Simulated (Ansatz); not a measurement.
Input file for Ansatz (a first-principles code): R-r2SCAN/def2-TZVPP on C4H10O (SMILES CC(C)CO).

Ansatz 0.2 input:
```yaml
crystal:
  periodic: [false, false, false]
  atoms:
    - {symbol: C, position_ang: [-1.42027037, -0.58953993, -0.21220899]}
    - {symbol: C, position_ang: [0.05373591, -0.27357676, -0.46354990]}
    - {symbol: C, position_ang: [0.95532345, -0.96106758, 0.56347682]}
    - {symbol: C, position_ang: [0.30360834, 1.23581151, -0.50940170]}
    - {symbol: O, position_ang: [-0.01103292, 1.90913692, 0.70673926]}
    - {symbol: H, position_ang: [-1.74227233, -0.17827891, 0.74571356]}
    - {symbol: H, position_ang: [-2.05431500, -0.15813007, -0.98959159]}
    - {symbol: H, position_ang: [-1.59307145, -1.66739846, -0.19585417]}
    - {symbol: H, position_ang: [0.32600861, -0.65080318, -1.45685236]}
    - {symbol: H, position_ang: [2.00941732, -0.72957588, 0.39061661]}
    - {symbol: H, position_ang: [0.84078180, -2.04535671, 0.52060177]}
    - {symbol: H, position_ang: [0.70002648, -0.65420021, 1.58149100]}
    - {symbol: H, position_ang: [-0.33648808, 1.69331314, -1.26565953]}
    - {symbol: H, position_ang: [1.34555516, 1.42877068, -0.79494367]}
    - {symbol: H, position_ang: [0.62299309, 1.64089547, 1.37942289]}
basis:
  gaussian:
    orbitals: def2-TZVPP
hamiltonian:
  xc: {name: r2SCAN}
scf: {lower_state_search: off}
```

Task: What total energy does the run end on?

Result: -233.6205 hartree.

Task: How many basis functions does it have, and what does it roughly cost on one machine?

Result: 295 functions; around 9 core-seconds (rough).
